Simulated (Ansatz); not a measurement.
`[OH][In]([OH])[Br]` and `[OH][In]([F])[Br]` differ in one atom or group.

Ansatz, PBE0-D4/def2-TZVP geometries, multiplicity 1. Each molecule was computed in one conformer, which needn't be the lowest.

Elements past krypton have def2 core potentials. Scalar relativity is left out up to krypton.

```csv
property,`[OH][In]([OH])[Br]`
HOMO energy (PBE/def2-TZVPP) / eV,-7.21
LUMO energy (ωB97M-V/def2-TZVPP) / eV,-0.37
HOMO energy (B3LYP/def2-TZVPP) / eV,-8.32
HOMO energy (PBE0/def2-TZVPP) / eV,-8.59
LUMO energy (PBE/def2-TZVPP) / eV,-3.14
LUMO energy (B3LYP/def2-TZVPP) / eV,-2.60
```

Q: Give the same properties after the change, and the shifts. (An estimate is asked.)

A: The calculation gave: 
```tsv
property	`[OH][In]([F])[Br]`	shift
HOMO energy (PBE/def2-TZVPP) / eV	-7.60	-0.39
LUMO energy (ωB97M-V/def2-TZVPP) / eV	-0.77	-0.40
HOMO energy (B3LYP/def2-TZVPP) / eV	-8.67	-0.35
HOMO energy (PBE0/def2-TZVPP) / eV	-8.94	-0.35
LUMO energy (PBE/def2-TZVPP) / eV	-3.60	-0.46
LUMO energy (B3LYP/def2-TZVPP) / eV	-3.06	-0.46
```

With PBE0 the HOMO falls by 0.35 eV and the LUMO falls by 0.45 eV, so the gap narrows by about 0.10 eV. PBE moves the HOMO by -0.39 eV and ωB97M-V by -0.35 eV.

B3LYP here is the variant with VWN-RPA as its local correlation; programs differ in this.

Spin–orbit coupling is left out; it splits and shifts lone-pair levels of the heavy atoms by tenths of an eV.
